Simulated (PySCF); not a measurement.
H5InOP2. Atoms are numbered in the order given.

```xyz
9

In     0.1730    -0.0317    -0.0580
O      2.1213    -0.4362    -0.4849
H      2.3865    -0.0530    -1.3430
P     -0.3908    -0.9073     2.2507
H      0.2855    -2.1442     1.9446
H     -1.6642    -1.4110     1.7946
P     -1.1634     1.4053    -1.6827
H     -2.3556     0.6381    -1.4142
H     -0.7859     0.5454    -2.7796
```
Charge 0, spin multiplicity 1.

Geometry: PBE-D3(BJ)/def2-SVP. The structure was generated by enumeration; whether it is a known compound was not checked. The def2 effective core potentials stand for the cores of In; spin–orbit coupling is left out. Other conformers were not sampled.

Method: PySCF with r2SCAN/def2-TZVP.

ESP charges are fitted to the potential on shells at 1.4 to 2.0 van der Waals radii. Atomic charges (e):

```
atom      Löwdin  ESP fit  Mulliken
----  ----------  -------  --------
In1   (withheld)     0.60      0.65
O2    (withheld)    -0.71     -0.66
H3    (withheld)     0.36      0.30
P4          0.04    -0.21     -0.32
H5          0.04     0.08      0.09
H6          0.03     0.02      0.08
P7          0.02    -0.25     -0.31
H8          0.04     0.05      0.08
H9          0.04     0.05      0.08
```

**Question.** Fill in the missing entries. (An estimate is asked for; the answer gives what the named calculation found.)

**Answer.** 
- In1, Löwdin: -0.02
- O2, Löwdin: -0.34
- H3, Löwdin: 0.16
